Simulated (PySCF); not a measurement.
Spinor energies of Xe⁴⁴⁺ (xenon, charge +44)

Start: [Ne]. Calculated with PySCF 2.14 in an uncontracted even-tempered set (17 s from 5.5 bohr⁻², ratio 2.6; 13 p from 7.2 bohr⁻², ratio 2.6; 6 d from 7.4 bohr⁻², ratio 2.8; 3 f from 170 bohr⁻², ratio 2.8): generalised Hartree-Fock with the X2C-1e Hamiltonian and a Gaussian nucleus; spin-orbit coupling (SO) screened by Boettger's factors.

```csv
spinor shell,electrons,"ε, screened SO (eV)",weight of nominal j (screened SO),"rms radius, screened SO (bohr)"
1s1/2,2,-37742.7,1.000,0.0304
2s1/2,2,-8313.4,1.000,0.121
2p1/2,2,-8009.7,1.000,0.104
```

Question: Where does 2p3/2 lie, and what is the 2p spin-orbit splitting (screened SO)?

Answer: At -7669.1 eV, 340.64 eV above 2p1/2.

| quantity | screened SO |
| --- | --- |
| E (hartree) | -5564.71518 |
| M_J | 0 |
| ⟨J²⟩ | 0.000 |
| ⟨L²⟩ | 0.008 |
| ⟨S²⟩ | 0.008 |

Breit and QED terms are absent; they matter most for the inner s and p1/2 levels.

Densities and radii are taken from the X2C orbitals without a picture-change correction, which distorts them close to the nucleus.
